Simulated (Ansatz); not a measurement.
Born–Oppenheimer molecular dynamics of AlCl2F3H3OTa (11 atoms, charge 0, multiplicity 1). It starts at the highest image of a converged band. Of that band: The profile has 2 maxima (images 2, 6) with wells between them (image 5): this band takes more than one step, which may be the mechanism or a detour left from its start path. A vibrational analysis at the climbing image gives one clearly imaginary mode, 573i cm⁻¹: a first-order saddle point.

Level of theory: RKS PBE/def2-SVP in Ansatz.

```yaml
ensemble: NVE (velocity Verlet)
time_step: 0.5 fs
steps_asked: 200
starting_velocities_drawn_for: 100 K
seed: 10682
```

First frame:

```xyz
11
Properties=species:S:1:pos:R:3
Ta 0.146 -0.215 -0.131
F 1.982 -0.508 -1.305
F 1.143 1.015 0.865
Cl -0.451 1.159 -1.886
F -1.250 -0.133 1.108
Cl -1.263 -2.051 -1.293
O 1.124 -1.841 0.300
Al 0.242 -3.455 -0.120
H 1.100 -4.248 -1.201
H -0.518 -4.042 1.145
H 1.945 -1.375 -0.595
```

**Question.** How far do the bonds stretch over the last three quarters of this one trajectory? (Pairs bonded in most of those frames.)

**Answer.** 
| bond | mean (Å) | spread (Å) | shortest | longest |
| --- | --- | --- | --- | --- |
| Ta1–F2 | 2.434 | 0.110 | 2.23 | 2.55 |
| Ta1–F3 | 1.879 | 0.015 | 1.85 | 1.90 |
| Ta1–Cl4 | 2.330 | 0.011 | 2.31 | 2.35 |
| Ta1–F5 | 1.859 | 0.006 | 1.85 | 1.87 |
| Ta1–Cl6 | 2.663 | 0.012 | 2.64 | 2.68 |
| Ta1–O7 | 1.863 | 0.024 | 1.82 | 1.90 |
| Ta1–Al8 | 3.223 | 0.002 | 3.22 | 3.23 |
| F2–H11 | 0.968 | 0.035 | 0.91 | 1.06 |
| Cl6–Al8 | 2.334 | 0.003 | 2.33 | 2.34 |
| O7–Al8 | 1.886 | 0.014 | 1.86 | 1.91 |
| Al8–H9 | 1.597 | 0.014 | 1.57 | 1.62 |
| Al8–H10 | 1.591 | 0.017 | 1.57 | 1.62 |

Pairs bonded in part of these frames only: Ta1–H11 33 %.

Mean temperature of the second half: 75 K. The conserved energy stayed within 0.049 meV per atom of its start (net change 0.021 meV per atom), so the integration is sound. A run of 0.1 ps of so small a system gives no equilibrium averages. The orbitals stay closed-shell, which can raise the energy where a bond breaks towards radicals; this wasn't checked here.

Time of the run: 11 min on 4 threads of Arm Neoverse V1 (shared host), peak memory 0.26 GiB.
